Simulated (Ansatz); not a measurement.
Abridged output of a molecular run in Ansatz:

```
Functional definition: HF
1465 factors; integrals over basis functions are off by at most 1.2e-3 eV
mean field evaluation 1: about -70121.0699 eV, gradient 4.5e1 eV
mean field evaluation 2: about -70121.2213 eV, gradient 4.5e1 eV
mean field evaluation 4: about -70125.1272 eV, gradient 3.7e0 eV
mean field evaluation 8: about -70125.1789 eV, gradient 3.6e-1 eV
mean field -70125.17951021 eV, -2577.0528144463 hartree, gradient 6.0e-6 eV, S^2 0.000000; 0 other end points of the search recorded, 0 dependent functions left out
17 core orbitals not correlated: weight in the atoms' cores, before any rotation towards them, 1.000 or more for the frozen orbitals, at most 0.000 for the correlated occupied ones
reference -70125.17951021 eV, -2577.0528144463 hartree; 20, 20 occupied and 202, 202 virtual orbitals, 1465 factors
second order -28.43830631 eV of doubles, -0.00000000 eV of singles
cycle   1  -28.28463850 eV  change    1.5e-1 eV  update   1.2e-1
cycle   2  -28.98558823 eV  change   -7.0e-1 eV  update   3.6e-2
cycle   3  -29.13690671 eV  change   -1.5e-1 eV  update   1.9e-2
cycle   4  -29.12359453 eV  change    1.3e-2 eV  update   5.0e-3
cycle   5  -29.11879688 eV  change    4.8e-3 eV  update   2.3e-3
cycle   6  -29.11994663 eV  change   -1.1e-3 eV  update   8.3e-4
cycle   7  -29.11970561 eV  change    2.4e-4 eV  update   2.9e-4
cycle   8  -29.11961305 eV  change    9.3e-5 eV  update   1.1e-4
cycle   9  -29.11965521 eV  change   -4.2e-5 eV  update   3.8e-5
perturbative correction -1.11564907 eV, -0.0409993470 hartree
Total energy: -70155.41481449 eV, -2578.1639413843 hartree
```

Its atoms:

Cartesian coordinates in Å:
```
C -0.8692 0.1697 1.0074
N -0.4170 -0.3230 -0.2764
Ga 1.1892 -0.0374 -1.0112
F 2.3445 0.9236 -0.1228
Cl 1.7946 -0.7858 -2.8975
H -1.1268 -0.6474 1.6901
H -1.7448 0.8207 0.9091
H -0.0786 0.7542 1.4804
H -1.0919 -0.8747 -0.7791
```

Which basis set was used?
A. def2-SVPD
B. cc-pV(D+d)Z
C. def2-TZVPPD
D. def2-TZVPP

D. It gives 239 functions.

Write the keys of the input that set method, charge and spin (a neutral closed shell needs none for the last two).


```yaml
correlation: {method: ccsd_t}
```
